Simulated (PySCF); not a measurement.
**A ladder for the ionisation energy of Ar²⁺**

Ar²⁺ [Ne] 3s2 3p4 (3P) → Ar³⁺ [Ne] 3s2 3p3 (4S). Scalar values calculated with PySCF 2.14 in x2c-QZVPPall with one added diffuse shell each of s, p, d, f type (spin-free X2C; valence: [Ne] frozen; valence and next inner shell: 1s2 frozen). The spin-orbit shift comes from two-component X2C-1e calculations (generalised Hartree-Fock, GHF, and MP2 on its spinors, GMP2) in x2c-QZVPPall-2c: GMP2 gives 40.337 eV without and 40.408 eV with screened spin-orbit coupling, a shift of 0.070 eV (GHF: 0.072 eV). Sums use unrounded values; where a UHF row is shifted, it takes the GHF shift.

```csv
method,scalar (eV),plus spin-orbit shift (eV),error (eV)
UHF,39.386,39.458,-1.277
MP2 (valence),40.325,40.395,-0.340
SCS-MP2 (valence),40.439,40.509,-0.226
CCSD (valence),40.449,40.519,-0.216
CCSD(T) (valence),40.482,40.552,-0.183
MP2 (valence and next inner shell),40.348,40.418,-0.317
SCS-MP2 (valence and next inner shell),40.453,40.523,-0.212
CCSD (valence and next inner shell),40.471,40.541,-0.194
CCSD(T) (valence and next inner shell),40.505,40.575,-0.160
LDA,40.840,40.911,0.176
PBE,40.711,40.782,0.047
PBE0,40.712,40.782,0.047
r2SCAN,40.675,40.746,0.011
revPBE,40.675,40.746,0.011
B2PLYP,40.622,40.692,-0.043
MN15,40.973,41.043,0.308
wB97X-V,40.782,40.852,0.117
```

Reference: 40.735 ± 0.012 eV (semi-empirical (NIST evaluation); NIST Atomic Spectra Database, ionization energies).

The errors of the correlated levels include the incompleteness of the basis and the frozen core, so a lower level can come closer by cancellation.
